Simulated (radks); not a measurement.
The numbers below are computed, except where a source is named.
Isoelectronic series with 5 electrons, all held in the configuration [He] 2s2 2p1, which need not be the ground one along the series. Code: a radial shooting solver on a logarithmic mesh with Libxc functionals. Model: scalar-relativistic Kohn-Sham, r2SCAN, spin-polarised, spherical densities, finite nucleus; open shells are filled with parallel spins first (spin-orbit coupling, left out, can overturn this in heavy ions); meta-GGA in the generalised Kohn-Sham scheme; Fermi nuclear charge, rms radius of each element as measured or else 0.836 A^(1/3) + 0.57 fm. Total energies (hartree) and mean radii <r> (bohr):

ion    E (hartree)    2p up  2s down    2s up  1s down
B        -24.62923    2.242    1.987    1.942   0.3275
O3+      -71.22767   0.9154   0.9873   0.9707   0.1982
Si9+    -239.18011   0.4322   0.4939   0.4894   0.1104
Cl12+   -360.76367   0.3424   0.3950   0.3921  0.09024
Ca15+   -507.64849   0.2834   0.3289   0.3269  0.07624
V18+    -680.05755   0.2417   0.2815   0.2800  0.06595
Fe21+   -878.25555   0.2106   0.2458   0.2447  0.05805
Cu24+  -1102.55074   0.1865   0.2180   0.2171  0.05180
Ge27+  -1353.29693   0.1673   0.1956   0.1949  0.04671
Br30+  -1630.89775   0.1516   0.1773   0.1767  0.04250
Sr33+  -1935.80792   0.1385   0.1619   0.1614  0.03894
Nb36+  -2268.53702   0.1274   0.1488   0.1484  0.03590
Ru39+  -2629.65408   0.1179   0.1376   0.1372  0.03326
Ag42+  -3019.79915   0.1097   0.1278   0.1274  0.03096
Sn45+  -3439.67473   0.1025   0.1191   0.1188  0.02892
I48+   -3890.06745  0.09608   0.1115   0.1112  0.02710
Ba51+   -4371.8488  0.09040   0.1046   0.1044  0.02547
Pr54+   -4885.9900  0.08531  0.09842  0.09824  0.02399
Sm57+   -5433.5298  0.08071  0.09282  0.09266  0.02265
Tb60+   -6015.7372  0.07654  0.08771  0.08756  0.02142
Er63+   -6633.8166  0.07274  0.08302  0.08289  0.02029
Lu66+   -7289.3239  0.06925  0.07870  0.07859  0.01925
